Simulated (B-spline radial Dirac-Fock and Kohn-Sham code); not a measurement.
# Binding energies of Mg⁶⁺ at several levels of theory

System: the Mg⁶⁺ ion, configuration 1s2 2s2 2p2.

The density-functional columns are spherical, spin-unpolarised Dirac-Kohn-Sham results without Breit or QED terms: −ε is minus the orbital energy of the initial state and ΔSCF the difference of two total energies. The reference in the last column comes from Dirac-Fock ΔSCF + Breit + QED. All numbers are from a B-spline atomic structure program, in eV; a selection of levels is shown.

| level | PBE −ε | PBE ΔSCF | LDA −ε | LDA ΔSCF | Dirac-Fock |
| --- | --- | --- | --- | --- | --- |
| K (1s) | 1457.0 | 1535.8 | 1450.3 | 1528.6 | 1522.4 |
| L1 (2s) | 231.2 | 249.2 | 230.4 | 248.4 | 246.7 |
| L2,3 (2p) | 202.6 | 222.8 | 202.6 | 222.8 | 222.4 |

Q: Order the estimates of the K (1s) level by their distance from the Dirac-Fock value, nearest first.
A. PBE ΔSCF
B. LDA −ε
C. LDA ΔSCF
D. PBE −ε

A: C (6.2 eV), A (13.4 eV), D (65.3 eV), B (72.0 eV).

Values without a named source are computed, but for edge energies of neutral atoms, which are taken from tables.
